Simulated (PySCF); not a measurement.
The complex [FeF4]2+ (charge +2) contains Fe(VI), shell d2. The structure is a model geometry with rigid ligands and bond lengths from ionic radii, not a minimum; coordination tetrahedral, point group Td, metal–donor distances 1.55 Å.

The d shell alone is too small an active space for [FeF4]2+ (an active orbital has only 0.51 squared overlap with the free ion's shell): its levels, fitted parameters, g values and moments show what this model gives and aren't sound predictions.

Method (PySCF 2.14, density fitting): CASSCF(2,5) with orbitals averaged over all microstates of the shell, strongly contracted NEVPT2 on the averaged canonical orbitals; basis x2c-TZVPall on the metal, x2c-SVPall elsewhere; spin-free X2C; gas phase; spin-orbit coupling by state interaction with the mean-field operator over all roots.

CASSCF energies above the lowest CASSCF root:

```tsv
state	CASSCF / cm⁻¹
3A2	0
1E	12734
3T2	19276
1A1	23527
3T1	25272
1T2	31717
1T1	33005
3T1	43604
1E	48190
1T2	58217
1A1	75193
```

Q: How does dynamic correlation (SC-NEVPT2) move these states?

A: 
```csv
state,NEVPT2 / cm⁻¹,shift / cm⁻¹
3A2,0,0
1E,11529,-1205
3T2,23779,+4503
1A1,20573,-2954
3T1,29008,+3736
1T2,30379,-1338
1T1,32343,-662
3T1,39020,-4584
1E,44296,-3894
1T2,44014,-14203
1A1,48961,-26232
```

The geometry is a model, and the complex may not exist in this form. Charge-transfer states lie outside this active space and may come lower than some of these levels. NEVPT2 lifts 3T2 from 19276 to 23779 cm⁻¹; on the d shell alone such lifts tend to overshoot. NEVPT2 on the d shell alone tends to put d–d bands too high for such charged or covalently bound ions.
